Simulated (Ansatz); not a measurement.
Reaction (ligand exchange at a B–C bond): `BC[SiH2][NH][AlH2]` + `N[SiH]([SiH3])S` → `BN[SiH]([SiH3])S` + `C[SiH2][NH][AlH2]`

Gas-phase electronic energies from Ansatz, PBE0-D4/def2-TZVP geometries. CBS: MP2 limit from def2 TZ/QZ plus the TZ coupled-cluster correction, frozen cores. DFT in def2-TZVPP. B3LYP here is the variant with VWN-RPA as its local correlation; programs differ in this. One conformer a species, not always the lowest.

| level | ΔE (kJ/mol) | difference from CCSD(T)/CBS |
| --- | --- | --- |
| PBE-D4 | -124.7 | 0.9 |
| r2SCAN-D4 | -124.7 | 0.9 |
| PBE0-D4 | -124.1 | 1.5 |
| B3LYP-D4 | -128.5 | -2.9 |
| ωB97X-V | -125.2 | 0.4 |
| ωB97M-V | -126.7 | -1.1 |
| B2PLYP | -127.9 | -2.3 |
| PBE | -123.2 | 2.4 |
| r2SCAN | -124.3 | 1.3 |
| PBE0 | -122.8 | 2.8 |
| B3LYP | -126.2 | -0.6 |
| HF/def2-TZVPP | -123.8 | 1.8 |
| MP2/def2-TZVPP | -128.4 | -2.8 |
| SCS-MP2/def2-TZVPP | -128.4 | -2.8 |
| CCSD/def2-TZVPP | -127.1 | -1.5 |
| CCSD(T)/def2-TZVPP | -128.5 | -2.9 |
| HF/def2-QZVPP | -123.2 | 2.4 |
| MP2/def2-QZVPP | -126.6 | -1.0 |
| SCS-MP2/def2-QZVPP | -126.6 | -1.0 |
| HF/CBS(def2) | -123.2 | 2.4 |
| MP2/CBS(def2) | -125.5 | 0.1 |
| CCSD/CBS(def2) | -124.2 | 1.4 |
| CCSD(T)/CBS | -125.6 | 0 |

Largest T1 diagnostic among the species: 0.013.

In def2-TZVPP, CCSD(T) changes the Hartree–Fock value by −4.7 kJ/mol (the triples alone add −1.4 kJ/mol) and MP2 by −4.6 kJ/mol.
